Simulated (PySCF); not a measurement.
These are PySCF with PBE-D3(BJ)/def2-TZVP // PBE-D3(BJ)/def2-SVP values and carry that method's errors. Isolated molecules, 0 K electronic values unless said otherwise. Delta-SCF ions had no search for a lower state. 

Reference species (SMILES): `c12ccc([SiH3])c(c2scc1)F` (neutral, multiplicity 1).

```
Item                                     Result
--------------------------------------  -------
vertical ionisation energy (Delta-SCF)  7.94 eV
dipole moment                            2.35 D
```

Changed species: `Fc1cc2cc([SiH3])ccc2s1`.

**Question.** What does the change do to the vertical ionisation energy (Delta-SCF) and dipole moment?

**Answer.** the vertical ionisation energy (Delta-SCF) goes up by 0.11 eV, to 8.05 eV; the dipole moment decreases by 2.14 D, to 0.21 D.
